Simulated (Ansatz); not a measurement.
```yaml
crystal:
  periodic: [false, false, false]
  atoms:
    - {symbol: Si, position_ang: [-1.669492, 0.797179, -0.196871]}
    - {symbol: Sb, position_ang: [1.493988, -2.783767, 0.815114]}
    - {symbol: Cl, position_ang: [4.215272, -1.612463, -2.537991]}
    - {symbol: H, position_ang: [-3.039190, 0.124366, -2.551713]}
    - {symbol: H, position_ang: [-0.319808, 3.231699, -0.526718]}
    - {symbol: H, position_ang: [-3.513837, 0.994313, 1.917922]}
    - {symbol: H, position_ang: [2.948716, -0.879831, 2.994085]}
basis:
  gaussian: {orbitals: def2-mTZVPP, fitting: {mean_field: cc-pVTZ-jkfit}}
hamiltonian: {xc: {name: PBE0-DH}}
output: {forces: true}
```

```sh
$ ansatz run in.yaml --threads 4 --pin off --events-out ev --progress --plain --max-ram 10444MiB
```

**Question.** How does Ansatz answer? (Estimate.)

**Answer.** Ansatz gave: The program refused the input.
```
Functional definition: PBE0-DH
Error: <dir> the basis set cc-pVTZ-JKFIT has no functions for Sb
```
